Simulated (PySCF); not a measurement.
**Radial density of Cl (chlorine, neutral)**

M06-2X, [Ne] 3s2 3p5, 2P determinant. Calculation: PySCF 2.14, in cc-pVDZ-DK; scalar relativity by spin-free X2C-1e.

```csv
r (bohr),4πr²ρ (e/bohr),4πr²(ρα − ρβ)
0.00127,0.07735,0.0000
0.00213,0.2066,0.0000
0.00358,0.5276,0.0000
0.00603,1.319,0.0001
0.0101,3.146,0.0002
0.0171,6.876,0.0005
0.0287,12.89,0.0015
0.0482,18.75,0.0057
0.0811,18.44,0.0229
0.136,13.47,0.0753
0.230,16.83,0.1374
0.386,17.87,0.0636
0.650,6.155,0.0465
1.09,4.152,0.5332
1.84,3.562,0.5217
3.09,0.6566,0.0905
5.20,0.01198,0.0018
```

Densities and radii are taken from the X2C orbitals without a picture-change correction, which distorts them close to the nucleus.
